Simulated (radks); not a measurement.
Values are calculated unless marked as measured or tabulated.
Neutral gadolinium inside a hard spherical wall (all orbitals vanish at R), configuration held at [Xe] 4f7 5d1 6s2 and not refilled when levels cross. Level of theory: scalar-relativistic Kohn-Sham, PBEsol, spin-unpolarised, spherical densities, finite nucleus; Fermi nuclear charge, rms radius 5.1569 fm (a radial shooting solver on a logarithmic mesh with Libxc functionals). Eigenvalues in eV, with the zero of energy where the potential of the charges vanishes at infinity; a dash marks a level that is unbound or too diffuse for the functional's potential to be trusted. A positive occupied level is held by the wall or, in an anion where self-interaction has pushed it up, behind a barrier. The pressure on the wall is -dE/dV.

R (bohr),E (hartree),kinetic (hartree),e(5p),e(4f),e(6s),e(5d),"e(6p, empty)","e(7s, empty)",pressure (GPa)
free,-11266.4154,12095.050,-27.277,-8.735,-4.148,-2.556,-1.315,-,0
20,-11266.4154,12095.050,-27.277,-8.735,-4.148,-2.556,-1.314,0.038,< 0.0001
10,-11266.4133,12095.069,-27.132,-8.588,-4.039,-2.431,-1.023,2.486,0.0503
5,-11266.1054,12096.403,-22.871,-4.062,1.768,1.867,8.067,30.771,30.5
3.5,-11264.6074,12102.048,-15.220,4.876,21.372,12.002,34.247,93.246,471
2.5,-11257.7019,12126.677,6.778,28.484,87.686,42.199,111.98,252.41,5930
2,-11243.0311,12173.988,44.504,60.643,196.51,91.507,231.39,477.47,29400
